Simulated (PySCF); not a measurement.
A side-by-side comparison of computed properties.

First species: C6H9BFN.
InChI=1S/C6H9BFN/c8-6-7-9-4-2-1-3-5-9/h1-5H,6-7H2

Second species: C8H10Si.
InChI=1S/C8H10Si/c1-2-3-4-5-6-7-8-9/h6-7H,8H2,1,9H3/b7-6-

Levels: wB97X-D/def2-SVPD for dipole moment, HOMO energy, LUMO energy, HOMO–LUMO gap, static isotropic polarisability and electronic spatial extent ⟨r²⟩ about the centre of nuclear charge; TDDFT wB97X-D/def2-SVPD for lowest singlet excitation; TDA wB97X-D/def2-SVPD for lowest triplet excitation (Tamm–Dancoff); ΔSCF wB97X-D/def2-SVPD for vertical ionisation energy; PBE0-D3(BJ)/def2-SVP for rotational constant A and rotational constant C. Geometries: PBE0-D3(BJ)/def2-SVP. Each structure is a single optimised conformer of the isolated species, non-relativistic unless stated. Electronic properties by PySCF.

Dipoles, sizes and rotational constants follow the conformer. The torsions of the flexible species, by atom-mapped SMILES:
- `[F:1][CH2:2][BH2-:3][n+:4]1[cH:5][cH:6][cH:7][cH:8][cH:9]1`: F1–C2–B3–N4 -68°, C2–B3–N4–C5 43°
- `[CH3:1][C:2]#[C:3][C:4]#[C:5]/[CH:6]=[CH:7]\[CH2:8][SiH3:9]`: C6–C7–C8–Si9 93°

```tsv
property	column X	column Y
dipole moment	0.83 D	6.65 D
HOMO energy	-7.93 eV	-9.26 eV
LUMO energy	0.30 eV	-0.36 eV
HOMO–LUMO gap	8.23 eV	8.90 eV
lowest singlet excitation	4.20 eV	5.12 eV
lowest triplet excitation (Tamm–Dancoff)	2.90 eV	4.10 eV
static isotropic polarisability	143.8 au	94.5 au
vertical ionisation energy	7.95 eV	9.49 eV
electronic spatial extent ⟨r²⟩ about the centre of nuclear charge	2643 bohr²	1336 bohr²
rotational constant A	2.438 GHz	3.714 GHz
rotational constant C	0.417 GHz	0.836 GHz
```

Q: Which column belongs to which species?

A: Column X is the second species and column Y the first. The first has 18 atoms and 66 electrons, the second 19 and 72.

Q: How does each property change from the first species to the second?

A: dipole moment -5.82 D; HOMO energy +1.33 eV; LUMO energy +0.66 eV; HOMO–LUMO gap -0.67 eV; lowest singlet excitation -0.92 eV; lowest triplet excitation (Tamm–Dancoff) -1.20 eV; static isotropic polarisability +49.3 au; vertical ionisation energy -1.54 eV; electronic spatial extent ⟨r²⟩ about the centre of nuclear charge +1307 bohr²; rotational constant A -1.276 GHz; rotational constant C -0.419 GHz.

On the first: The ΔSCF ionisation energy exceeds −ε(HOMO) by 0.23 eV with wB97X-D. S1 lies 3.78 eV below the HOMO–LUMO gap; its leading configuration is HOMO→LUMO, weight 0.95.

On the second: No computed singlet falls in the visible range (750 to 380 nm, 1.65 to 3.26 eV); S1 lies 0.94 eV above its blue end. The principal polarisabilities are 88.6, 112.9 and 229.9 au; their mean is the isotropic value.
